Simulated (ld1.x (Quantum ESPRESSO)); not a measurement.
# scandium: excitation energies, all-electron against TM

* Element: Sc (Z = 21)
* Generator: ld1.x (Quantum ESPRESSO) 7.5
* Type: norm-conserving Troullier–Martins (Kleinman–Bylander form)
* Functional: LDA (PZ)
* Relativity: scalar-relativistic
* Frozen core: [Ar]
* Valence charge: 3
* Reference configuration: 3d1 4s2 4p0
* Partial waves: 4s (bound): rc 2.25 bohr; 4p (bound, empty): rc 2.65 bohr; 4f channel at -0.2 Ry: rc 2.70 bohr; 3d (bound): rc 2.25 bohr
* Local potential: the d channel
* Core correction: Bessel-smoothed model core, default radius (core density twice the valence density)

Energies are relative to the spin-unpolarised reference configuration 3d1 4s2 4p0; without spin polarisation the order of configurations can differ from experiment. Spin-polarised rows fill each open shell by Hund’s rule, majority spin first.

(1) Give the all-electron excitation energy and the error of the potential for: 3d1 4s1 4p0; 3d1 4s0 4p0; 3d1 4s1.5 4p0; 3d2 4s0 4p0; 3d1 4s1 4p1; 3d1 4s0 4p1; 3d2 4s1 4p0; 3d1 4s2 4p0 (spin-polarised); 3d1 4s1 4p0 (spin-polarised).

Levels in the configuration 3d1 4s1.5 4p0:

```tsv
level	all-electron (eV)	pseudo (eV)
3d	-6.661	-6.659
4s	-7.037	-7.037
```

Note: ghost states, extra bound levels that the all-electron valence spectrum of the same l lacks: s at -62.9 eV, p at -19.4 eV. A true bound ghost makes a file unfit for plane-wave use.

## Answers

(1)

| valence configuration | charge | ΔE all-electron (eV) | error AE − PS (meV) |
| --- | --- | --- | --- |
| 3d1 4s1 4p0 | +1 | 7.067 | -1.9 |
| 3d1 4s0 4p0 | +2 | 20.028 | -36 |
| 3d1 4s1.5 4p0 | +0.5 | 2.824 | -0.3 |
| 3d2 4s0 4p0 | +1 | 7.720 | -141 |
| 3d1 4s1 4p1 | 0 | 2.841 | -1.8 |
| 3d1 4s0 4p1 | +1 | 10.570 | -15 |
| 3d2 4s1 4p0 | 0 | 1.622 | -90 |
| 3d1 4s2 4p0 (spin-polarised) | 0 | -0.151 | +31 |
| 3d1 4s1 4p0 (spin-polarised) | +1 | 6.520 | +36 |
